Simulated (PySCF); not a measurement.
Species: AsFH4Si.
SMILES with atom numbers: `[F:1][SiH2:2][AsH2:3]` (hydrogens: H4, H5 on Si2; H6, H7 on As3)

Method: PBE0-D3(BJ)/def2-SVP geometry optimisation, gas phase in PySCF.

Q: List the bond lengths and angles at this level.

A: 
```
          bond  length (bohr)   order
        F1–Si2          3.079  single
       Si2–As3          4.457  single
Si2–H4, Si2–H5          2.817  single
As3–H6, As3–H7          2.885  single
```

Bonds in one row agree within 0.02 bohr and their mean is given. Orders are formal, as drawn. A selection of angles:
```
     angle  degrees
F1–Si2–As3    108.5
 F1–Si2–H4    107.3
As3–Si2–H4    113.9
As3–Si2–H5    108.5
 H4–Si2–H5    110.2
Si2–As3–H6     89.4
Si2–As3–H7     92.5
 H6–As3–H7     92.2
```

As3 (arsenic bonded to Si and 2 H) is pyramidal (angles 92.5°, 92.2° and 89.4°, sum 274.1°, 0.96 Å off the plane of its three neighbours). Si2 (fluorine-bound silicon) is distorted tetrahedral (angles from 107.3° to 113.9°).

No frequency check. One conformer, not necessarily the lowest (F1–Si2–As3–H -179° and 89°).
